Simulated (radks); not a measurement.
Results of a calculation; reference values are marked as such.
Ar XVII, configuration [He] (the NIST ground configuration).

Code: a radial shooting solver on a logarithmic mesh with Libxc functionals. Model: scalar-relativistic Kohn-Sham, LDA (Slater exchange, Perdew-Wang correlation), spin-unpolarised, spherical densities, finite nucleus; Fermi nuclear charge, rms radius 3.4274 fm.

Energy parts (eV):
part                      energy
total                  -8513.522
kinetic                 8580.928
electron-nucleus      -17431.662
Hartree                  602.017
exchange-correlation    -264.805

Orbitals (lengths in bohr, moments of r in powers of bohr; r(max) is where P^2 peaks; r(90%) holds 90 % of the orbital's charge):
orbital,occ.,eigenvalue (eV),r(90%),<r^2>,r(max)
1s,2,-3999.076,0.151,0.009666,0.05596

The highest occupied level is 1s at -3999.1 eV. The density falls to 0.001 e/bohr^3 at r = 0.43 bohr. The electron density at the nucleus is 4026 e/bohr^3 (large components only). For comparison, the ionisation energy in NIST's Atomic Spectra Database is 4120.7 eV (theoretical). In exact Kohn-Sham theory the highest level is minus the ionisation energy, but local and semilocal functionals leave it too shallow, through self-interaction and a potential that decays too fast; potentials with the right tail come closer.
